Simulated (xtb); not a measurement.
H$_{8}$LiO$_{4}$, charge +1, singlet, geometry from GFN2-xTB (such geometries of metal compounds can be far from the true shape), atoms displaced at random by about 0.06 Å a coordinate; GFN2-xTB (xtb 6.7.1).

Here is a job for xtb.
```
$ xtb mol.xyz --gfn 2 --chrg 1 --uhf 0 --ohess --json

# file mol.xyz
13

Li     0.02071684    -0.04904167    -0.07496985
O      1.62962925    -0.31369801    -0.92871248
H      1.77774740     0.15666943    -1.73888696
H      2.37938297    -0.87918342    -0.61593090
O      0.51928840     0.36974171     1.73678698
H      1.19946097     0.88177660     2.10702234
H     -0.01764366    -0.04253671     2.52792675
O     -0.77688753     1.52060207    -0.64578898
H     -1.41450902     1.58844884    -1.56806352
H     -0.89985859     2.43150988    -0.38910991
O     -1.15903903    -1.65141171    -0.06286386
H     -2.02649313    -1.59442604     0.14388477
H     -0.96972882    -2.29163715    -0.43636206
```

Output, abridged:

```
   ID    Z sym.   atoms
    1    3 Li     1
    2    8 O      2, 5, 8, 11
    3    1 H      3, 4, 6, 7, 9, 10, 12, 13

           -------------------------------------------------
          |                Calculation Setup                |
           -------------------------------------------------

           -------------------------------------------------
          |                 G F N 2 - x T B                 |
           -------------------------------------------------

          ...................................................
          :                      SETUP                      :
          :.................................................:
          :  # basis functions                  28          :
          :  # atomic orbitals                  28          :
          :  # shells                           18          :
          :  # electrons                        32          :
          :  max. iterations                   250          :
          :  Hamiltonian                  GFN2-xTB          :
          :  restarted?                      false          :
          :  GBSA solvation                  false          :
          :  PC potential                    false          :
          :  electronic temp.          300.0000000     K    :
          :  accuracy                    1.0000000          :
          :  -> integral cutoff          0.2500000E+02      :
          :  -> integral neglect         0.1000000E-07      :
          :  -> SCF convergence          0.1000000E-05 Eh   :
          :  -> wf. convergence          0.1000000E-03 e    :
          :  Broyden damping             0.4000000          :
          :  net charge                          1          :
          :  unpaired electrons                  0          :
          ...................................................

 iter      E             dE          RMSdq      gap      omega  full diag
   1    -20.4444081 -0.204444E+02  0.444E+00    8.63       0.0  T
   2    -20.4536034 -0.919521E-02  0.251E+00    8.89       1.0  T
   3    -20.4544579 -0.854550E-03  0.465E-01    8.58       1.0  T
   4    -20.4547923 -0.334410E-03  0.465E-02    8.69       1.0  T
   5    -20.4548000 -0.770439E-05  0.195E-02    8.68       1.4  T
   6    -20.4548002 -0.222146E-06  0.656E-03    8.68       4.2  T
   7    -20.4548003 -0.479920E-07  0.111E-03    8.68      25.1  T
   8    -20.4548003 -0.262035E-08  0.253E-04    8.68     109.8  T
   9    -20.4548003 -0.111900E-09  0.818E-05    8.68     338.9  T

   *** convergence criteria satisfied after 9 iterations ***

         :::::::::::::::::::::::::::::::::::::::::::::::::::::
         ::                     SUMMARY                     ::
         :::::::::::::::::::::::::::::::::::::::::::::::::::::
         :: total energy             -20.230998409256 Eh    ::
         :: gradient norm              0.588361831112 Eh/a0 ::
         :: HOMO-LUMO gap              8.680962519260 eV    ::
         ::.................................................::
         :: SCC energy               -20.454771386092 Eh    ::
         :: -> isotropic ES            0.174044907913 Eh    ::
         :: -> anisotropic ES         -0.001634758734 Eh    ::
         :: -> anisotropic XC         -0.002281990536 Eh    ::
         :: -> dispersion             -0.003629088291 Eh    ::
         :: repulsion energy           0.223772976835 Eh    ::
         :: add. restraining           0.000000000000 Eh    ::
         :: total charge               1.000000000000 e     ::
         :::::::::::::::::::::::::::::::::::::::::::::::::::::

      -----------------------------------------------------------
     |                   =====================                   |
     |                        A N C O P T                        |
     |                   =====================                   |
     |               Approximate Normal Coordinate               |
     |                Rational Function Optimizer                |
      -----------------------------------------------------------
      -----------------------------------------------------------
     |                   =====================                   |
     |                        A N C O P T                        |
     |                   =====================                   |
     |               Approximate Normal Coordinate               |
     |                Rational Function Optimizer                |
      -----------------------------------------------------------

          ...................................................
          :                      SETUP                      :
          :.................................................:
          :   optimization level            normal          :
          :   max. optcycles                   200          :
          :   ANC micro-cycles                  20          :
          :   degrees of freedom                33          :
          :.................................................:
          :   RF solver                   davidson          :
          :   write xtbopt.log                true          :
          :   linear?                        false          :
          :   energy convergence         0.5000000E-05 Eh   :
          :   grad. convergence          0.1000000E-02 Eh/α :
          :   maxmium RF displ.          1.0000000          :
          :   Hlow (freq-cutoff)         0.1000000E-01      :
          :   Hmax (freq-cutoff)         5.0000000          :
          :   S6 in model hess.         20.0000000          :
          ...................................................

generating ANC from exact Hessian ...
Using Lindh-Hessian (1995)
 Shifting diagonal of input Hessian by    9.4409832204002900E-003
 Lowest  eigenvalues of input Hessian
    0.000000    0.000000    0.000000    0.000000    0.000000    0.000000
    0.010000    0.010065    0.010454    0.010677    0.010945    0.011120
[...]
 * total energy  :   -20.2309984 Eh     change       -0.4707346E-11 Eh
 * total energy  :   -20.3100437 Eh     change       -0.7904533E-01 Eh
 * total energy  :   -20.3178688 Eh     change       -0.7825035E-02 Eh
 * total energy  :   -20.3188369 Eh     change       -0.9680783E-03 Eh
 * total energy  :   -20.3193497 Eh     change       -0.5128619E-03 Eh
 * total energy  :   -20.3195189 Eh     change       -0.1692169E-03 Eh
 * total energy  :   -20.3195841 Eh     change       -0.6514922E-04 Eh
 * total energy  :   -20.3196059 Eh     change       -0.2180619E-04 Eh
 * total energy  :   -20.3196179 Eh     change       -0.1197176E-04 Eh
 * total energy  :   -20.3196250 Eh     change       -0.7117797E-05 Eh
 * total energy  :   -20.3196303 Eh     change       -0.5353918E-05 Eh
 * total energy  :   -20.3196346 Eh     change       -0.4255706E-05 Eh
   *** GEOMETRY OPTIMIZATION CONVERGED AFTER 12 ITERATIONS ***
         :: total energy             -20.319634586360 Eh    ::
[...]
eigval :      477.18   478.27   484.43  1539.20  1540.47  1540.59
eigval :     1547.68  3619.33  3620.64  3622.83  3623.59  3652.35
eigval :     3657.97  3659.69  3660.71
 reduced masses (amu)
   1: 13.22   2: 13.54   3: 13.45   4: 13.61   5: 13.30   6: 13.28   7:  1.61   8:  1.96
   9:  9.05  10: 10.10  11:  8.23  12: 11.54  13: 11.61  14: 11.42  15:  1.95  16: 14.17
  17:  3.35  18:  3.66  19:  3.63  20:  4.32  21:  5.30  22:  5.22  23:  2.99  24:  4.53
  25:  6.33  26:  6.37  27:  6.10  28:  2.09  29:  2.09  30:  2.09  31:  2.09  32:  2.11
  33:  2.11  34:  2.11  35:  2.11  36:  1.60  37:  1.58  38:  1.58  39:  1.58
 IR intensities (km·mol⁻¹)
   1:  2.12   2:  9.23   3:  7.40   4: 10.92   5:  4.01   6:  3.34   7:  0.35   8:  0.31
   9:  0.63  10:  0.48  11:  0.15  12:  2.95  13:  1.72  14:  2.13  15:  0.86  16:  0.00
  17:  0.39  18:  1.13  19:  1.25  20: 98.36  21:275.14  22:279.27  23:  0.31  24:117.38
  25:618.21  26:612.31  27:662.90  28:250.27  29:237.74  30:242.54  31:  2.25  32: 36.85
  33: 62.58  34: 44.72  35: 67.02  36:  2.01  37: 42.22  38: 42.97  39: 42.88
 Raman intensities (Ä⁴*amu⁻¹)
   1:  0.00   2:  0.00   3:  0.00   4:  0.00   5:  0.00   6:  0.00   7:  0.00   8:  0.00
   9:  0.00  10:  0.00  11:  0.00  12:  0.00  13:  0.00  14:  0.00  15:  0.00  16:  0.00
  17:  0.00  18:  0.00  19:  0.00  20:  0.00  21:  0.00  22:  0.00  23:  0.00  24:  0.00
  25:  0.00  26:  0.00  27:  0.00  28:  0.00  29:  0.00  30:  0.00  31:  0.00  32:  0.00
  33:  0.00  34:  0.00  35:  0.00  36:  0.00  37:  0.00  38:  0.00  39:  0.00
Molecule has no symmetry elements
It seems to be the C1 point group
 output can be read by thermo (or use thermo option).
 writing <g98.out> molden fake output.
 recommended (thermochemical) frequency scaling factor: 1.0
           -------------------------------------------------
          |             Thermodynamic Functions             |
           -------------------------------------------------

c1  symmetry found (for desy threshold:  0.10E+00) used in thermo

          ...................................................
          :                      SETUP                      :
          :.................................................:
          :  # frequencies                          33      :
          :  # imaginary freq.                       0      :
          :  linear?                             false      :
          :  only rotor calc.                    false      :
          :  symmetry                               c1      :
          :  rotational number                       1      :
          :  scaling factor                  1.0000000      :
          :  rotor cutoff                   50.0000000 cm⁻¹ :
          :  imag. cutoff                  -20.0000000 cm⁻¹ :
          :.................................................:

    mode    ω/cm⁻¹     T·S(HO)/kcal·mol⁻¹    T·S(FR)/kcal·mol⁻¹   T·S(vib)
   ------------------------------------------------------------------------
       1     53.71    -1.39408 ( 57.11%)    -1.03483 ( 42.89%)    -1.24002
       2     56.84    -1.36071 ( 62.55%)    -1.01807 ( 37.45%)    -1.23241
       3     68.29    -1.25280 ( 77.68%)    -0.96379 ( 22.32%)    -1.18830
       4     69.34    -1.24387 ( 78.72%)    -0.95929 ( 21.28%)    -1.18331
       5     72.88    -1.21463 ( 81.87%)    -0.94454 ( 18.13%)    -1.16566
       6    104.57    -1.00393 ( 95.03%)    -0.83770 (  4.97%)    -0.99568
       7    104.81    -1.00261 ( 95.08%)    -0.83703 (  4.92%)    -0.99446
       8    105.04    -1.00138 ( 95.12%)    -0.83640 (  4.88%)    -0.99332
       9    120.54    -0.92178 ( 97.12%)    -0.79565 (  2.88%)    -0.91816
      10    230.47    -0.55912 ( 99.78%)    -0.60375 (  0.22%)    -0.55922
      11    235.55    -0.54748 ( 99.80%)    -0.59730 (  0.20%)    -0.54758
      12    238.78    -0.54024 ( 99.81%)    -0.59326 (  0.19%)    -0.54034
      13    240.26    -0.53695 ( 99.81%)    -0.59143 (  0.19%)    -0.53705
   ------------------------------------------------------------------------

   temp. (K)  partition function   enthalpy   heat capacity  entropy
                                   cal/mol     cal/K/mol   cal/K/mol   J/K/mol
 298.15  VIB  0.473E+06             7161.573     35.109     48.367
         ROT  0.193E+06              888.752      2.981     27.172
         INT  0.916E+11             8050.326     38.089     75.538
         TR   0.679E+27             1481.254      4.968     38.998
         TOT                        9531.5796    43.0576   114.5359   479.2183

       T/K    H(0)-H(T)+PV         H(T)/Eh          T*S/Eh         G(T)/Eh
   ------------------------------------------------------------------------
    298.15    0.151895E-01    0.106835E+00    0.544197E-01    0.524157E-01
   ------------------------------------------------------------------------

         :::::::::::::::::::::::::::::::::::::::::::::::::::::
         ::                  THERMODYNAMIC                  ::
         :::::::::::::::::::::::::::::::::::::::::::::::::::::
         :: total free energy         -20.267218858973 Eh   ::
         ::.................................................::
         :: total energy              -20.319634586360 Eh   ::
         :: zero point energy           0.091645904908 Eh   ::
         :: G(RRHO) w/o ZPVE           -0.039230177521 Eh   ::
         :: G(RRHO) contrib.            0.052415727387 Eh   ::
         :::::::::::::::::::::::::::::::::::::::::::::::::::::

optimized geometry written to: xtbopt.xyz

           -------------------------------------------------
          | TOTAL ENERGY              -20.319634586360 Eh   |
          | TOTAL ENTHALPY            -20.212799142479 Eh   |
          | TOTAL FREE ENERGY         -20.267218858973 Eh   |
          | GRADIENT NORM               0.000603288610 Eh/α |
          | HOMO-LUMO GAP               9.567047903786 eV   |
           -------------------------------------------------

normal termination of xtb
```
